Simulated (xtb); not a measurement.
C$_{2}$H$_{5}$N, charge -1, doublet, geometry from GFN2-xTB (a state made from the parent by changing its charge; the spin is typed, not shown lowest); GFN-FF run with xtb.

Here is a job for xtb.
```
$ xtb mol.xyz --gfnff --chrg -1 --uhf 1 --json

# file mol.xyz
8

C      1.06928149    -0.35955971     0.02087445
N     -0.05456767     0.36781163     0.45848150
C     -1.15607006     0.24273579    -0.36293770
H      1.58101274     0.06926463    -0.88808148
H      1.83344785    -0.37771953     0.81756318
H      0.86242092    -1.43185037    -0.25794743
H     -1.28456639    -0.70105407    -0.94261144
H     -2.08960997     0.56762135     0.11408616
```

The log (banner, timings and long lists left out):

```
   ID    Z sym.   atoms
    1    6 C      1, 3
    2    7 N      2
    3    1 H      4-8

           -------------------------------------------------
          |                Calculation Setup                |
           -------------------------------------------------

          ==================== Thresholds ====================
          CN  :   150.00000
          rep :   500.00000
          disp:  2500.00000
          HB1 :   250.00000
          HB2 :   450.00000

          Pauling EN used:
          Z : 1  EN :  2.20
          Z : 6  EN :  2.55
          Z : 7  EN :  3.04
          electric field strengths (au): 0.000

           -------------------------------------------------
          |           Force Field Initialization            |
           -------------------------------------------------

          distances ...
          ----------------------------------------
          generating topology and atomic info file ...
          pair mat ...
          computing topology distances matrix with Floyd-Warshall algo ...
          making topology EEQ charges ...
          #fragments for EEQ constrain: 1
          ----------------------------------------
          generating topology and atomic info file ...
          pair mat ...
          computing topology distances matrix with Floyd-Warshall algo ...
          making topology EEQ charges ...
          #fragments for EEQ constrain: 1
          rings ...
          # BATM   22
          # H in HB   0
          doing iterative Hueckel for 1 subsystem(s) ...
WARNING: probably wrong pi occupation for system 1. Second attempt with Nel=Nel-1!
 at,nb,topo%hyb,Npiel:           2 N              2           2           1
 at,nb,topo%hyb,Npiel:           3 C              3           2           1

          eigenvalues
 #    :           1          2
 occ. :        1.993      0.007
 eps  :        -1.622      2.309

  atom   neighbors  erfCN metchar sp-hybrid imet pi  qest     coordinates
    1  C       4    3.50   0.00         3    0    0   0.059    2.020649   -0.679469    0.039447
    2  N       2    1.92   0.00         2    0    1  -0.457   -0.103118    0.695063    0.866404
    3  C       3    2.81   0.00         2    0    1  -0.012   -2.184656    0.458704   -0.685853
    4  H       1    0.97   0.01         0    0    0  -0.121    2.987681    0.130891   -1.678231
    5  H       1    0.97   0.01         0    0    0  -0.121    3.464714   -0.713786    1.544970
    6  H       1    0.97   0.01         0    0    0  -0.121    1.629739   -2.705805   -0.487450
    7  H       1    0.97   0.01         0    0    0  -0.113   -2.427479   -1.324800   -1.781277
    8  H       1    0.97   0.00         0    0    0  -0.113   -3.948791    1.072649    0.215592

          #atoms :   8
          #bonds :   7
          #angl  :   10
          #tors  :   6
          #nmol  :   1
          #optfrag :   1
           -------------------------------------------------
          |                   G F N - F F                   |
          |          A general generic force-field          |
          |                  Version 1.0.3                  |
           -------------------------------------------------
          Number of HB bonds (bound hydrogen)     0
          Number of HB bonds (unbound hydrogen)   0
          Number of XB bonds                      0

         :::::::::::::::::::::::::::::::::::::::::::::::::::::
         ::                     SUMMARY                     ::
         :::::::::::::::::::::::::::::::::::::::::::::::::::::
         :: total energy              -2.334542949840 Eh    ::
         :: gradient norm              0.135270450346 Eh/a0 ::
         ::.................................................::
         :: bond energy               -1.285732604682 Eh    ::
         :: angle energy               0.002698245209 Eh    ::
         :: torsion energy             0.002374011893 Eh    ::
         :: repulsion energy           0.047195047095 Eh    ::
         :: electrostat energy        -1.098094443710 Eh    ::
         :: dispersion energy         -0.002856387661 Eh    ::
         :: HB energy                  0.000000000000 Eh    ::
         :: XB energy                  0.000000000000 Eh    ::
         :: bonded atm energy         -0.000126817984 Eh    ::
         :: external energy            0.000000000000 Eh    ::
         :: add. restraining           0.000000000000 Eh    ::
         :: total charge              -1.000000000000 e     ::
         :::::::::::::::::::::::::::::::::::::::::::::::::::::

           -------------------------------------------------
          |                Property Printout                |
           -------------------------------------------------

molecular dipole:
                 x           y           z       tot (Debye)
 q only:       -0.024      -0.028      -0.209       0.539

           -------------------------------------------------
          | TOTAL ENERGY               -2.334542949840 Eh   |
          | GRADIENT NORM               0.135270450346 Eh/α |
           -------------------------------------------------
########################################################################
[WARNING] Runtime exception occurred
-1- gfnff_setup: Could not read topology file.
########################################################################

normal termination of xtb
```
